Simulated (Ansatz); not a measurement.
A structure relaxed at PBE0-D4/def2-SVP in Ansatz, charge 1, singlet:

```xyz
9

Ga    2.0151    1.6513   -1.7564
Ga   -0.0621   -1.3091   -0.5292
Ga   -0.6803   -0.1737    3.0626
Ga   -1.1222    0.8485   -0.3077
F    -0.0462    2.1696   -0.9533
F     1.4314   -0.3318   -1.0611
F     0.0903   -1.2425    1.3254
F    -1.3852    1.2618    1.4473
F    -0.2409   -2.8741   -1.2276
```

Give its formula and point group.

Ga₄F₅⁺. Point group Cs (tolerance 0.1 Å).

Summarise the bond lengths by kind (pairs closer than 1.2 times the sum of covalent radii, bridged metal pairs left out).

5 × F–Ga 1.72 to 1.86 Å; 1 × Ga–Ga 2.41 Å.

Another isomer (singlet) lies 0.70 eV lower at PBE0-D4/def2-TZVP; other spin states weren't run for this one.
